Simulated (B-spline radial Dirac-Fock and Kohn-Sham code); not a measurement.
**EELS cross sections of the Ta L2 edge**

System: atomic tantalum in the configuration [Xe] 4f14 5d3 6s2. Model: the first Born approximation with generalised oscillator strengths from a Dirac-Hartree-Slater potential (longitudinal and transverse terms; continuum final states only, so no white lines or fine structure). Program: an atomic code on a B-spline grid. The edge is taken at 11136.0 eV (tabulated value).

Input file task.json (cfg lists n, l and occupation; rrms is the nuclear radius in fm):

```json
{"items": [{
  "Z": 73,
  "q": 0,
  "cfg": [[1, 0, 2], [2, 0, 2], [2, 1, 6], [3, 0, 2], [3, 1, 6], [3, 2, 10], [4, 0, 2], [4, 1, 6], [4, 2, 10], [4, 3, 14], [5, 0, 2], [5, 1, 6], [5, 2, 3], [6, 0, 2]],
  "A": 181,
  "rrms": 5.3507,
  "do": "eels",
  "beams": [[60, 5], [60, 20], [60, 100], [80, 5], [100, 10], [100, 100], [120, 10], [120, 20], [120, 100], [200, 10], [200, 20], [200, 100], [300, 5], [300, 50]],
  "edges": {"L2": 11136.0}
}]}
```

Launch: `python xray2_run.py task.json out`

Partial cross sections σ(β, Δ) in barn, integrated over a window Δ above the edge and up to the collection semi-angle β, for parallel illumination:

```csv
E₀ (kV),β (mrad),Δ = 25 eV,Δ = 50 eV,Δ = 100 eV,Δ = 200 eV,Δ = 300 eV
60,5,0.00104,0.00212,0.00422,0.00829,0.0122
60,20,0.0164,0.0333,0.0664,0.131,0.192
60,100,0.297,0.603,1.21,2.38,3.51
80,5,0.00152,0.00307,0.00610,0.0120,0.0176
100,10,0.00795,0.0161,0.0320,0.0627,0.0922
100,100,0.401,0.815,1.63,3.22,4.76
120,10,0.00992,0.0200,0.0398,0.0782,0.115
120,20,0.0381,0.0769,0.153,0.300,0.442
120,100,0.428,0.870,1.74,3.44,5.09
200,10,0.0185,0.0373,0.0742,0.145,0.214
200,20,0.0684,0.138,0.274,0.539,0.792
200,100,0.477,0.969,1.94,3.84,5.69
300,5,0.00795,0.0160,0.0318,0.0623,0.0915
300,50,?,?,?,?,?
```

Q: Give the row for 300 kV and 50 mrad.

A: 0.322 b for 25 eV, 0.652 b for 50 eV, 1.30 b for 100 eV, 2.57 b for 200 eV, 3.80 b for 300 eV.

Values without a named source are computed, but for edge energies of neutral atoms, which are taken from tables.
